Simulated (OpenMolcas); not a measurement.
Pd2+: moving or changing the point charges

Pd2+ among 5 point charges of -1 e arranged as a trigonal bipyramid (D3h), 2.12 Å from the ion, with the axial distance 2.268 Å.

```json
{
 "Program": "OpenMolcas",
 "Method": "SS-CASPT2, IPEA 0.25 Eh, imaginary shift 0.1 Eh (closed shells correlated: 4s 4p)",
 "Basis": "ANO-RCC-VDZP [6s5p3d1f]",
 "Scalar Hamiltonian": "DKH2, point nucleus",
 "Active space": "8 electrons in 5 orbitals (4d)",
 "State averaging": "2S+1 = 3 even, 10 roots; 2S+1 = 1 even, 15 roots",
 "Spin-orbit coupling": "RASSI with atomic mean-field integrals over the reference wave functions"
}
```

Runs around this geometry, states (labels of D3, the rotations of D3h). Energies in cm-1 above the lowest state or level, χT in cm3 K/mol.

| R (Å) | q (e) | Axial / equatorial distance | Ground state | First state of that spin | First gap with spin-orbit (degeneracies) | χT at 300 K | First state of another spin |
| --- | --- | --- | --- | --- | --- | --- | --- |
| 2.12 | -1 | 0.98 | 3E | 3E 1660 | 0 (1, 1) | 2.958 | 1A1 9990 |
| 2.12 | -0.65 | 1.07 | 3E | 3E 980 | 220 (2, 2) | 3.250 | 1A1 10020 |
| 2.02 | -1 | 1.07 | 3E | 3E 2190 | 0 (1, 1) | 2.822 | 1A1 10290 |
| 2.12 | -1 | 1.07 | 3E | 3E 1720 | 0 (1, 1) | 2.959 | 1A1 10230 |
| 2.23 | -1 | 1.07 | 3E | 3E 1300 | 310 (2, 2) | 3.110 | 1A1 10140 |

Taking the first state of the same spin as R^-n, n = -ln(1300 / 2190) / ln(2.23 / 2.02) = 5.3 between the shortest and longest distance.

Scaling the charges by -0.65 / -1 = 0.65 scales the first state of the same spin by 980 / 1720 = 0.57; with fixed orbitals a first-order splitting would follow the charge.

Roots that are degenerate in the reference are averaged as groups; the widest CASPT2 spread within a group is 110 cm-1 (the 2-fold group of multiplicity 3 near 0 cm-1 above the lowest state of its run, R = 2.12, q = -0.65, ratio = 1.07). Shifts and gaps below about the spread of the groups concerned are not significant. An orbital doublet at a regular site is open to a Jahn-Teller distortion, which this geometry leaves out. Real 4d8 and 5d8 ions are as a rule square planar and diamagnetic. Point charges give a weaker field than real ligands, and real ions of this kind are as a rule low spin; the high spin found here belongs to the model. The ground term spreads over less than 5000 cm-1, several times less than with real ligands, so orbital moments are less quenched and χT lies further from the spin-only value than at real sites. Free-ion shares, where given, are those of the reference states; single-state CASPT2 does not remix them. Point charges carry no covalency, so the field is a model and not that of real ligands. No measured value stands beside these numbers.
